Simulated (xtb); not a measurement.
CH₅ClFNSi, SMILES N[Si@@H](Cl)CF. All values are semi-empirical tight-binding results from xtb (GFN2-xTB unless named), good for trends rather than for accurate numbers. Geometry optimised at GFN2-xTB. The structure was generated by enumeration; whether it is a known compound was not checked. The values are those of a single conformer.

Optimised geometry:

Bond lengths (Å): N1–Si2 1.713, N1–H6 1.007, N1–H7 1.007, Si2–Cl3 2.015, Si2–C4 1.916, Si2–H8 1.463, C4–F5 1.383, C4–H9 1.093, C4–H10 1.092. Bond angles (°): Si2–N1–H6 121.1, Si2–N1–H7 119.6, H6–N1–H7 111.0, N1–Si2–Cl3 107.2, N1–Si2–C4 105.0, N1–Si2–H8 117.8, Cl3–Si2–C4 109.1, Cl3–Si2–H8 108.1, C4–Si2–H8 109.4, Si2–C4–F5 110.1, Si2–C4–H9 112.8, Si2–C4–H10 112.9, F5–C4–H9 106.2, F5–C4–H10 106.2, H9–C4–H10 108.4.
Charge 0, spin multiplicity 1.

```
Property                                       Result
--------------------------------------  -------------
orbital gap                                   6.19 eV
dipole moment                                  1.68 D
zero-point energy                       40.3 kcal/mol
G − E(el) at 298.15 K (modified RRHO)   20.0 kcal/mol
static polarisability (D4 model)           66.5 bohr³
solvation energy, GFN2-xTB/ALPB(water)  -5.3 kcal/mol
solvation energy, GFN2-xTB/ALPB(chcl3)  -5.7 kcal/mol
```

Computed atomic charges and the Wiberg bond orders between heavy atoms:
charges (e) N1 -0.37, Si2 0.52, Cl3 -0.26, C4 0.00, F5 -0.28, H6 0.17, H7 0.18, H8 -0.04, H9 0.05, H10 0.03. Bond orders N1–Si2 1.23, Si2–Cl3 1.06, Si2–C4 0.83, C4–F5 0.94.
